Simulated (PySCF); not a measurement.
C3H9OSi, doublet, geometry from GFN2-xTB. Base run: DF-B3LYP/def2-SV(P) in PySCF.

Input for PySCF:
```python
from pyscf import gto, scf, dft

mol = gto.Mole()
mol.atom = '''
    C     0.58008620    1.53301453   -0.96095516
    Si    0.00713756    0.06888407    0.01286974
    C    -1.47254256   -0.75170448   -0.88078712
    C     1.38099740   -1.22921438    0.26088818
    O    -0.39364180    0.48500791    1.54593934
    H     0.68586640    2.51481670   -0.53330152
    H     0.87512597    1.46449470   -1.99228082
    H    -2.29978321   -0.05858815   -1.00389879
    H    -1.83859389   -1.60773263   -0.32173943
    H    -1.18887090   -1.09926350   -1.86798752
    H     1.00524767   -2.09157314    0.80171729
    H     2.20629421   -0.81369965    0.82862531
    H     1.76769001   -1.57162811   -0.69292830
    H    -1.09501410    1.10615926    1.71922750
'''
mol.basis = 'def2-sv(p)'
mol.spin = 1
mol.verbose = 4
mol.build()

mf = dft.UKS(mol)
mf.xc = 'b3lyp'
mf = mf.density_fit(auxbasis='def2-universal-jkfit')
mf.kernel()
```

Each row names what was changed in the base input (with any setting that the change needs).

```tsv
change	ΔE vs base (mEh)	SCF cycles	<S^2>
base	0.000	10	0.753
conv_tol = 1e-4	0.005	6	0.753
diis = off; damp = 0.3 (with mf.diis_start_cycle = 200; with mf.max_cycle = 150)	0.000	59	0.753
damp = 0.5; diis_start_cycle = 5	0.000	11	0.753
level_shift = 0.3 (with mf.max_cycle = 100)	0.000	17	0.753
init_guess = sap	0.000	14	0.753
conv_tol = 1e-11	0.000	14	0.753
DIIS = ADIIS	0.000	14	0.753
diis = off; damp = 0.6 (with mf.diis_start_cycle = 200; with mf.max_cycle = 150)	0.000	25	0.753
conv_tol_grad = 1e-3	0.000	10	0.753
level_shift = 0.5 (with mf.max_cycle = 100)	0.000	24	0.753
solver = newton	0.000	-	0.753
conv_tol = 1e-6	0.000	8	0.753
```

Open shells are given as the SCF converged; they aren't shown to be the lowest states, and a large step between rows can be another state.
